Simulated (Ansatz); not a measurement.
Reaction (SMILES): Oc1ccco1 [furan-2-ol] -> [O]c1ccco1 + H atom (the H-O bond at the site shown breaks; other sites are not compared here)
Each molecule is optimised on its own at B3LYP-D3(BJ)/def2-TZVP (Ansatz, a quantum-chemistry and plane-wave program), one conformer each, not searched for the lowest. Markedly spin-contaminated UHF reference, which strains HF, MP2 and, less, CCSD(T): [O]c1ccco1.

Property: bond dissociation energy (electronic energy difference), in kcal/mol. Correlated levels leave the core frozen unless marked. Open shells are spin-unrestricted. No spin-orbit coupling. Non-relativistic. CBS marks a two-point X^-3 extrapolation of the correlation energy; Hartree-Fock from the larger set.

CCSD(T)/CBS(cc-pVTZ,cc-pVQZ) (Ansatz) gives 75.1 kcal/mol.

Task: Another calculation gave 70.3 kcal/mol. Which level was it?
A. r2SCANh/def2-TZVPD (Ansatz)
B. B2PLYP/def2-TZVPD (Ansatz)
C. SVWN5/def2-TZVPD (Ansatz)
D. revPBE/def2-TZVPD (Ansatz)

Result: B, B2PLYP/def2-TZVPD (Ansatz). The others give 67.1 (r2SCANh), 63.9 (revPBE), 80.5 (SVWN5) kcal/mol.
